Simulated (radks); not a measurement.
Results of a calculation; reference values are marked as such.
Question: Level of theory: scalar-relativistic Kohn-Sham, exchange-only LDA, spin-unpolarised, spherical densities, finite nucleus; Fermi nuclear charge, rms radius of each element as measured or else 0.836 A^(1/3) + 0.57 fm (a radial shooting solver on a logarithmic mesh with Libxc functionals). Response by self-consistent Sternheimer equations with the Hartree and adiabatic exchange-only LDA kernel, the relativistic mass of each level held fixed and spin-orbit coupling left out. Rank Rb2+, Rb5+, Rb4+, Rb+, Rb6+, Rb3+, Rb (NIST ground configurations) by static dipole polarisability, largest first.

Answer: Rb 329.8, Rb+ 9.778, Rb2+ 6.807, Rb3+ 5.040, Rb4+ 3.883, Rb5+ 3.080, Rb6+ 2.500 bohr^3.
